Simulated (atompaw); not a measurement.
## scandium (Sc): one change to a PAW (atompaw) potential, before and after

```json
{
 "Element": "scandium",
 "Generator": "atompaw 4.2.0.5",
 "Type": "PAW",
 "Functional": "PBE",
 "Relativity": "scalar-relativistic",
 "Frozen core": "[Ne] 3s2",
 "Valence charge": "9",
 "Reference configuration": "3p6 3d1 4s2 4p0",
 "Partial waves": "4s (bound); 4s channel at 3.95 Ry; 3p (bound); 4p (bound, empty); 3d (bound); 3d channel at 4.75 Ry",
 "Local potential": "troulliermartins scheme with l = 3 at 0.5 Ry, radius 2.75 bohr",
 "Core correction": "smooth core density matched at 1.90 bohr",
 "Augmentation charge": "gaussian compensation charge, radius 2.75 bohr; PAW radius 3.00 bohr; waves and projectors: bloechl"
}
```

Change: wave 3d channel at 4.75 Ry becomes 3d channel at 2.56 Ry.

Cutoffs: the cutoffs (Ry, on a coarse ladder) from which the occupation-weighted sum of valence levels, in a spherical-Bessel basis at the reference potential, stays within 10 and 1 mRy of its value at 400 Ry; they do not see the model core or the augmentation charge, which bear on the density cutoff.

Problem. What does the change do?

Solution. The potential gets softer (21 Ry and 25 Ry → 18 Ry and 25 Ry); neither file shows a bound ghost.

```csv
quantity,base,changed
"cutoff, loose",21 Ry,18 Ry
"cutoff, tight",25 Ry,25 Ry
loose cutoff by channel (10 mRy a level),"s 6 Ry, p 15 Ry, d 18 Ry","s 6 Ry, p 15 Ry, d 15 Ry"
bound ghosts,none,none
s: phases at 3.01 bohr within 0.05 rad from the reference energy up to (Ry; the scan ends near 5),3.2,3.2
p: phases at 3.01 bohr within 0.05 rad from the reference energy up to (Ry; the scan ends near 5),4.0,4.0
d: phases at 3.01 bohr within 0.05 rad from the reference energy up to (Ry; the scan ends near 5),0.7,1.2
lowest overlap eigenvalue by channel,"s 0.47, p 0.88, d 0.71","s 0.47, p 0.88, d 1.00"
```

 The cutoffs see the waves, projectors and local potential, not the compensation charge or the core.
